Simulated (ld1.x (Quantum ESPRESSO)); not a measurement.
Before and after: TM potential for C (Z = 6)

```
Element                 : carbon
Generator               : ld1.x (Quantum ESPRESSO) 7.5
Type                    : norm-conserving Troullier–Martins (Kleinman–Bylander form)
Functional              : PBE
Relativity              : scalar-relativistic
Frozen core             : [He]
Valence charge          : 4
Reference configuration : 2s1 2p3
Partial waves           : 2s (bound): rc 1.30 bohr; 3d channel at 0.1 Ry: rc 1.90 bohr; 2p (bound): rc 2.05 bohr
Local potential         : the p channel
Core correction         : none
```

All-electron outer shells of the reference configuration (PBE, scalar-relativistic, ld1.x):

| shell | level (eV) | outermost node (bohr) | outermost maximum (bohr) |
| --- | --- | --- | --- |
| 1s | -274.35 | – | 0.17 |
| 2s | -14.20 | 0.38 | 1.22 |
| 2p | -5.71 | – | 1.20 |

Change: wave 2p (bound): rc 2.05 bohr becomes 2p (bound): rc 3.14 bohr.

Cutoffs: the cutoffs (Ry, on a coarse ladder) from which the occupation-weighted sum of valence levels, in a spherical-Bessel basis at the reference potential, stays within 10 and 1 mRy of its value at 400 Ry; they do not see the model core or the augmentation charge, which bear on the density cutoff. Errors are all-electron minus pseudo energies relative to the spin-unpolarised reference configuration.

Q: How do hardness, ghosts and transferability respond?

A: The potential gets softer (30 Ry and 70 Ry → 25 Ry and 70 Ry); of the 7 tests that both files solve, the error grows in 7 and shrinks in 0 by more than 15 % and 0.3 meV (median size 26.4 → 78.5 meV); neither file shows a bound ghost. A larger radius leaves more room for a smooth pseudo-wave, so fewer plane waves are needed. More of the atom is replaced by a form fitted at one configuration, so other configurations suffer.

```csv
quantity,base,changed
"cutoff, loose",30 Ry,25 Ry
"cutoff, tight",70 Ry,70 Ry
loose cutoff by channel (10 mRy a level),"s 25 Ry, p 25 Ry","s 25 Ry, p 15 Ry"
bound ghosts,none,none
"error for 2s2 2p2, meV [ΔE -8.48 eV]",+2.7,-30
"error for 2s2 2p1, meV [ΔE 2.38 eV]",+81,+322
"error for 2s2 2p0, meV [ΔE 26.54 eV]",+468,+1784
"error for 2s2 2p1.5, meV [ΔE -4.51 eV]",+26,+78
"error for 2s1 2p0, meV [ΔE 74.73 eV]",+923,+3444
"error for 2s0 2p4, meV [ΔE 8.50 eV]",-3.2,-33
"error for 2s2 2p2.3, meV [ΔE -9.64 eV]",-5.0,-68
```
